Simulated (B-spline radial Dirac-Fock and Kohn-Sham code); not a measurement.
# Bi⁵⁵⁺: scattering cross sections and density moments

System: the Bi⁵⁵⁺ ion, configuration [Ar] 3d10.

Input of the calculation (task.json; shells as n, l, electrons):

```json
{"items": [{
  "Z": 83,
  "q": 55,
  "cfg": [[1, 0, 2], [2, 0, 2], [2, 1, 6], [3, 0, 2], [3, 1, 6], [3, 2, 10]],
  "A": 209,
  "rrms": 5.5211,
  "do": ["scatter"],
  "s": [0.0, 0.05, 0.1, 0.15, 0.2, 0.25, 0.3, 0.35, 0.4, 0.45, 0.5, 0.6, 0.7, 0.8, 0.9, 1.0, 1.1, 1.2, 1.4, 1.6, 1.8, 2.0, 2.5, 3.0, 3.5, 4.0, 5.0, 6.0],
  "pz": [0, 0.1, 0.14, 0.2, 0.28, 0.4, 0.57, 0.81, 1.1, 1.6, 2.3, 3.2, 4.6, 6.5, 9.2, 13.0, 18.0, 26.0, 37.0, 52.0, 74.0],
  "hv_scatter": [2000, 5000, 8047.8, 10000, 30000, 100000, 500000, 1000000]
}]}
```

Command: `python xray_run.py task.json out`

Calculated with a radial atomic solver, using configuration-average Dirac-Fock orbitals.

```
Sum of ⟨r⟩                          : 3.384 bohr
Sum of ⟨r²⟩                         : 0.5670 bohr²
Sum of ⟨1/r⟩                        : 539.03 per bohr
Langevin diamagnetic susceptibility : -0.449 × 10⁻⁶ cm³/mol
Lamb shielding (α²/3)Σ⟨1/r⟩         : 9568 ppm
```

Coherent scattering is the Thomson cross section weighted by f₀², without anomalous dispersion; incoherent scattering is Klein-Nishina weighted by S. The Lamb formula is the non-relativistic shielding expression. Electron correlation is left out. A dash stands where the photon energy is too low for the impulse approximation behind that column.

| hν (keV) | coherent (b) | incoherent (b) | incoherent per electron (b) |
| --- | --- | --- | --- |
| 2 | 519.5 | – | – |
| 5 | 509.1 | – | – |
| 8.0478 | 490.4 | – | – |
| 10 | 474.7 | – | – |
| 30 | 266.6 | 3.851 | 0.138 |
| 100 | 52.44 | 8.845 | 0.316 |
| 500 | 3.112 | 7.575 | 0.271 |
| 1000 | 0.8250 | 5.755 | 0.206 |

Incoherent scattering overtakes coherent scattering between 100 and 500 keV.
